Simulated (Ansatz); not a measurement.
Reaction (formal hydrolysis of a C–F bond): `C=C(F)BCl` + H₂O → `C=C(O)BCl` + H–F

Computed with Ansatz on PBE0-D4/def2-TZVP structures; ΔE is electronic, products minus reactants. CCSD(T)/CBS is the MP2 limit (def2-TZVPP, def2-QZVPP) plus CCSD(T) − MP2 in def2-TZVPP, frozen cores. This one scheme is used for every species. Functionals use def2-TZVPP. B3LYP here is the variant with VWN-RPA as its local correlation; programs differ in this. HSE06 is defined as in plane-wave codes. Each species was taken in one conformer, which may not be the lowest.

**Question.** Is it downhill or uphill in electronic energy at CCSD(T)/CBS, and by how much? (An estimate is asked.)

**Answer.** Computed: Downhill: ΔE = -3.2 kcal/mol.

**Question.** What do these levels give: r2SCANh-D4, HSE06-D4, ωB97X-V, BLYP, B3LYP, r2SCANh, r2SCAN0, CCSD(T)/def2-SVP, HF/def2-TZVPP, MP2/def2-TZVPP, CCSD(T)/def2-TZVPP, SCS-MP2/def2-QZVPP? (Best estimate.)

**Answer.** The calculation gave: r2SCANh-D4 -2.4, HSE06-D4 -3.1, ωB97X-V -1.8, BLYP -0.7, B3LYP -1.1, r2SCANh -2.2, r2SCAN0 -2.5, CCSD(T)/def2-SVP -3.1, HF/def2-TZVPP -0.4, MP2/def2-TZVPP -4.6, CCSD(T)/def2-TZVPP -3.2, SCS-MP2/def2-QZVPP -3.4 kcal/mol.

Largest T1 diagnostic among the species: 0.013.

Leaving LDA and LC-ωPBE aside and taking each functional with its dispersion term where it has one, the values, not all of them listed here, spread over 2.1 kcal/mol, from PBE-QIDH to B97M-V. LDA lies −1.6 kcal/mol from PBE without D4. The D4 term adds −0.8 kcal/mol with B3LYP and −0.4 kcal/mol with PBE0; it sums over pairs of atoms, weighted by their polarisabilities, and B3LYP, whose exchange is more repulsive, gets the larger term.
